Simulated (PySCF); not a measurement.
# S⁺: excitation energy

S⁺ [Ne] 3s2 3p3 (4S) → S⁺ [Ne] 3s2 3p2 4s1 (4P), as a difference of total energies. Calculation: PySCF 2.14, in aug-cc-pV(T+d)Z; no relativity, point nucleus. Correlated levels: valence: [Ne] frozen. The calculations carry no spin-orbit coupling.

| method | excitation energy (eV) |
| --- | --- |
| UHF | 13.413 |
| M06-L | 14.418 |
| B2PLYP | 13.467 |
| MP2 (valence) | 13.692 |

Problem. Estimate what SCS-MP2 (valence) gives.

Solution. 13.602 eV, closest to MP2 (valence) among the rows shown.

Problem. Estimate what wB97X-V gives.

Solution. 13.599 eV, closest to MP2 (valence) among the rows shown.

Errors of the correlated levels include the incompleteness of this basis and the frozen core.

For comparison: 13.639 eV (measured; NIST levels, between the centres of gravity of the two terms).
